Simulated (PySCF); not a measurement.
**How the method changes the constants of TeF⁺**

State: ³Σ⁻ (triplet), unpaired electrons π ↑↑. Set-up: basis Te cc-pVDZ-PP with ECP28, F cc-pVDZ; scalar-relativistic core potentials; PySCF 2.14. De refers to Te⁺ + F in their high-spin ground configurations, without counterpoise correction. The functionals are run spin-unrestricted. A positive dipole points towards F; it is taken about the centre of mass and depends on that origin. Levels whose curve was spin-contaminated or gave no clean fit are not listed.

| Level | Re (Å) | ωe (cm⁻¹) | De (eV) | μ (D) |
| --- | --- | --- | --- | --- |
| UHF-CCSD | 1.890 | 697 | 2.12 | n/a |
| PBE | 1.907 | 679 | 3.60 | -2.29 |
| r²SCAN | 1.889 | 704 | 3.12 | -2.46 |
| M06-L | 1.899 | 692 | 3.37 | -2.61 |
| PBE0 | 1.882 | 720 | 2.93 | -2.61 |
| B97-3 | 1.889 | 709 | 2.96 | -2.69 |
| M06 | 1.882 | 718 | 3.42 | -2.82 |
| ωB97X | 1.877 | 736 | 3.28 | -2.64 |

Task: What does a quarter of exact exchange do here, going from PBE to PBE0?

Result: PBE0 less PBE: -2.5 pm in Re, +6.0 % in ωe, -0.67 eV in De. Exact exchange removes part of the self-interaction that spreads semilocal densities, and in most molecules shortens and stiffens the bond and lowers De; so it does here.

Correlated steps freeze 5 core orbitals. Correlated levels converge slowly with the basis: in double zeta they bind strong bonds too weakly, by up to about 1 eV, and carry superposition errors of some tenths. Spin–orbit coupling is left out, which matters for elements this heavy, above all for dissociation energies. For an ion De counts to the pair picked by the measured ionisation energies or electron affinities, which need not be the lowest pair at this level. The state was picked by a PBE0 search and need not be the measured ground state.
